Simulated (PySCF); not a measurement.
# Telling isomers of C$_{5}$H$_{8}$N$_{2}$OSi apart by NMR

Theory: geometry from GFN2-xTB, shielding tensors at PBE0/pcSseg-1 (GIAO), in PySCF 2.14 (in vacuum, equivalent nuclei averaged, non-relativistic Hamiltonian, one conformer).

Shifts are taken against calculated references (same method and geometry level): $^{1}$H (31.72 ppm), $^{13}$C (186.93 ppm) vs TMS. Where no couplings were computed, multiplicities follow the n + 1 count of equivalent neighbours, and m marks all less simple cases (inequivalent or close neighbours, rings, F or P nearby). Acid and N–H amide carbonyl carbons lie up to 10 ppm further downfield in solution (hydrogen bonding). Shifts are as computed. Against solution values, carbons near 30 ppm lie about +3 ppm off and those near 130 ppm about +5 ppm (rms about the fit 2.1 ppm; single classes can miss by 10 ppm). Of 1328 compounds with measured shifts, 309 miss one by over three times the rms of a fit or turn the order of signals round; such compounds aren't used in these exercises. Signals without a measured value on file couldn't be tested in this way; 1H shifts scatter by 0.2 ppm about their fit, and single ones miss by 0.5 ppm. OH and NH positions are gas-phase values without hydrogen bonding to other molecules.

(1) Tabulate the signals of `N#C[C@H]1C[Si@H](C(N)=O)C1`, `C=C[C@@H](N=C)O[SiH2]C#N` and their relative energies.

(2) What is the quickest way to tell N#C[C@H]1C[Si@H](C(N)=O)C1 from C=C[C@@H](N=C)O[SiH2]C#N?

Answers

(1) 
```json
{"SMILES": "N#C[C@H]1C[Si@H](C(N)=O)C1", "carbon types": "2×C 1×CH 2×CH2", "δC": "180.1, 129.6, 20.5, 19.6", "δH": "5.41 (br s, 2H), 5.28 (m, 1H), 3.17 (m, 1H), 2.31 (m, 2H), 1.69 (m, 2H)", "E rel. (kcal/mol)": "0.0"}
{"SMILES": "C=C[C@@H](N=C)O[SiH2]C#N", "carbon types": "1×C 2×CH 2×CH2", "δC": "160.9, 149.1, 127.6, 122.1, 100.2", "δH": "7.97 (d, 1H), 7.63 (d, 1H), 6.34 (m, 1H), 5.52 (m, 1H), 5.43 (m, 1H), 5.24 (d, 1H), 5.09 (d, 1H), 4.74 (d, 1H)", "E rel. (kcal/mol)": "17.2"}
```

Energies are electronic energies at PBE0/pcSseg-1 on these geometries, without zero-point or thermal terms, each for the one conformer computed, which needn't be the lowest.

(2) Count the carbon signals: 4 against 5. The first has an sp3 CH α to a nitrile at 20.5 ppm, the second a C=N carbon (CH2) at 160.9 ppm. Their most deshielded carbons lie at 180.1 and 160.9 ppm. In the proton spectra the most deshielded non-exchanging signals are 5.28 (m, 1H) and 7.97 (d, 1H).
